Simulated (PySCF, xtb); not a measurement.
Si(H)(Cl)(OH)(NMe2) (C2H8ClNOSi), SMILES CN([SiH](O)Cl)C.

Coordinates come from a B3LYP-D3(BJ)/def2-SVP optimisation. Other conformers were not sampled.

The numbers are results of IEF-PCM-PBE0/def2-SVP (PySCF), not measurements.

The values are the electrostatic part of the solvation free energy, E(continuum) − E(gas) at the gas-phase geometry, in a cavity of scaled van der Waals radii (PySCF's table); cavitation and dispersion terms are not included. In vacuum the orbital gap is 7.93 eV. The dipole moment in vacuum is 2.46 D.

Computed values in water (ε = 78.36), 2-propanol (ε = 19.26), benzene (ε = 2.27):
| solvent | ε | ΔG(elec) (kcal/mol) | dipole (D) | gap (eV) |
|---|---|---|---|---|
| water | 78.36 | -4.6 | 3.05 | 7.95 |
| 2-propanol | 19.26 | -4.3 | 3.01 | 7.96 |
| benzene | 2.27 | -2.1 | 2.72 | 7.96 |

For comparison, GFN2-xTB/ALPB(water) (xtb, at the GFN2-xTB geometry, all terms of that model) gives -5.1 kcal/mol.
